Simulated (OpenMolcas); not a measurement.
# Levels of Co by method

```yaml
Program: OpenMolcas 26.06
Basis: ANO-RCC-VDZP [5s4p2d1f]
Scalar_Hamiltonian: DKH2, point nucleus
Active_space: 9 electrons in 6 orbitals (3d 4s)
State_averaging: 2S+1 = 4 even, 20 roots; 2S+1 = 2 even, 40 roots
Spin-orbit_coupling: state interaction with AMFI integrals over the reference wave functions, term energies averaged over their components
```

Methods on the same reference wave functions:
A. CASSCF
B. SS-CASPT2, IPEA 0.25 Eh, imaginary shift 0.1 Eh (closed shells correlated: 3s 3p)
C. MS-CASPT2, IPEA 0.25 Eh, imaginary shift 0.1 Eh (closed shells correlated: 3s 3p)

Energies in cm⁻¹ above 3d⁷ 4s² ⁴F_9/2, the measured ground level; measured values from NIST Handbook of Basic Atomic Spectroscopic Data.

```tsv
Level	A	B	C	Measured
3d⁷ 4s² ⁴F_9/2	0.0	0.0	0.0	0.0
3d⁷ 4s² ⁴F_7/2	781	773	773	816
3d⁷ 4s² ⁴F_5/2	1350	1342	1342	1407
3d⁷ 4s² ⁴F_3/2	1736	1731	1731	1809
3d⁸ 4s ⁴F_9/2	12098	8110	8110	
3d⁸ 4s ⁴F_7/2	12827	8790	8790	
3d⁸ 4s ⁴F_5/2	13401	9380	9380	
3d⁸ 4s ⁴F_3/2	13812	9800	9800	
3d⁷ 4s² ²G_9/2	14001	18570	18570	
3d⁷ 4s² ²G_7/2	14761	19330	19330	
3d⁷ 4s² ⁴P_3/2	17788	15980	15980	14036
3d⁷ 4s² ⁴P_5/2	17815	15730	15730	13795
3d⁷ 4s² ⁴P_1/2	18330	16340	16340	14399
3d⁷ 4s² ²H_11/2	19982	25060	25060	
3d⁷ 4s² ²P_1/2	20662	21950	21950	
3d⁸ 4s ²F_7/2	23174	11720	11720	
3d⁸ 4s ²F_5/2	24320	12840	12840
```

Deviations, from unrounded energies. A percentage is the sum of absolute deviations over the sum of measured energies, with the sign that they share, or ± where signs differ.

```
                        Against measurement  Levels      A      B      C
             mean absolute deviation (cm-1)       6   2000   1000   1000
      fine structure of the ground term (%)       3   -4.1   -4.6   -4.6
other terms of the ground configuration (%)       3  +27.7  +13.8  +13.8
```

B, C lie about equally close to measurement and A furthest from it. The largest miss of C in the table is 3d⁷ 4s² ⁴P_3/2, by +1900 cm-1. The ranking rests on the paired levels alone, and a cruder setting can come out closer through cancelling errors.

Between B and C no level of the table moves by more than 5 cm-1.

The two smallest mean deviations differ by little beside CASPT2's spread within terms, so their order carries little weight.

From A to B the spin-free energies of the other terms of 3d⁷ 4s² shown, above ⁴F, scale by factors of 0.88 to 1.34.

The lowest spin-free term lies below A's lowest term by 0.505 hartree in B, 0.505 hartree in C.

CASPT2 does not keep the components of a term degenerate, so their means are used; among the terms shown or strongly mixed into the levels shown the widest spread is 3600 cm-1 (3d⁸ 4s ²F, C). Over all roots computed the reference weight is 0.77 to 0.90 in B, 0.77 to 0.90 in C; the roots of lowest weight are the least certain, and an intruder state may touch them. A single d shell beside an s shell can misplace configurations of different d count against each other. Without dynamic correlation excited terms often stand tens of per cent too high (terms of higher spin than the ground term too low), and those without a measured partner can miss by more than the paired ones (holds for A). The CASPT2 spread within a term exceeds the gap to the next term for 3d⁸ 4s ⁴F and 3d⁸ 4s ²F, so the order of their levels is uncertain, and so are names and mixing where such terms share a J (holds for C). Measured partners are found by configuration, term and J. A level has none where our copy of the source lacks it or the pairing is in doubt (some pairs that miss far off the trend of their configuration count as doubtful), and it then counts in no deviation. Levels of configurations outside the active space are missing. The table leaves out levels that lie high or whose names do not pair safely across all columns.
